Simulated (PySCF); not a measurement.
1,1-dichloro-3-fluoropropa-1,2-diene (C₃HCl₂F), SMILES FC=C=C(Cl)Cl. Atoms are numbered in the order given.

```xyz
7

F     -3.0793    -0.4840     0.0000
C     -2.1588     0.4715     0.0000
C     -0.8715     0.2367     0.0000
C      0.4240     0.0689     0.0000
Cl     1.3513    -0.0525    -1.4516
Cl     1.3513    -0.0525     1.4516
H     -2.5918     1.4786     0.0000
```

The structure is a stationary point at PBE0-D3(BJ)/def2-SVP.

Computed with TDA-PBE/def2-SVPD in PySCF.

Vertical excitations. Gas-phase values at a fixed geometry. State labels are in the subgroup Cs.

Task: List the lowest excited states. (The exact figures need the calculation; the answer reports its results.)

Result: 
```csv
state,symmetry,energy (eV),λ (nm),f,main pairs
S1,A",4.70,264,0.000,HOMO→LUMO+1 96 %
S2,A",4.92,252,0.000,HOMO−1→LUMO 96 %
S3,A',5.57,222,0.002,"HOMO−1→LUMO+1 36 %, HOMO→LUMO 35 %, HOMO−2→LUMO+1 21 %"
S4,A',5.65,219,0.000,HOMO→LUMO+2 95 %
S5,A",5.76,215,0.001,HOMO−1→LUMO+2 98 %
S6,A",5.93,209,0.000,HOMO−2→LUMO 100 %
S7,A',6.08,204,0.100,"HOMO−2→LUMO+1 62 %, HOMO→LUMO 30 %"
S8,A',6.27,198,0.000,HOMO−3→LUMO+1 97 %
S9,A",6.35,195,0.014,"HOMO−3→LUMO 74 %, HOMO−4→LUMO+1 20 %"
S10,A',6.52,190,0.000,HOMO−4→LUMO 99 %
T1,A',3.86,321,0,HOMO→LUMO 92 %
T2,A',4.10,302,0,HOMO−1→LUMO+1 91 %
T3,A",4.35,285,0,HOMO→LUMO+1 94 %
T4,A",4.58,271,0,HOMO−1→LUMO 94 %
```
Triplets are in the Tamm–Dancoff approximation.
